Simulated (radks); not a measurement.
Task: Zn+, 29 electrons, occupied as [Ar] 3d9 4s2 (not the ground configuration). All-electron calculation, Dirac Kohn-Sham, BLYP, spin-unpolarised, spherical densities, finite nucleus; open shells fill j = l - 1/2 first; Fermi nuclear charge, rms radius 3.9283 fm. Program: a radial shooting solver on a logarithmic mesh with Libxc functionals. Some entries of the table are withheld. Estimate them.

orbital,occ.,eigenvalue (hartree),<r> (bohr),r(max) (bohr)
1s1/2,2,-350.7016,0.05030,(1)
2s1/2,2,-43.21957,(2),0.1894
2p1/2,2,-38.14680,0.1959,0.1501
2p3/2,4,-37.26897,0.1993,0.1530
3s1/2,2,-5.36595,0.6776,0.5869
3p1/2,2,-3.75672,0.7001,0.5848
3p3/2,4,-3.64203,0.7106,0.5929
3d3/2,4,-0.97158,0.8405,0.5566
3d5/2,5,-0.95733,0.8464,0.5594
4s1/2,2,-0.58480,2.277,1.901

Result: 
(1) 1s1/2 r(max) (bohr): 0.03291
(2) 2s1/2 <r> (bohr): 0.2260
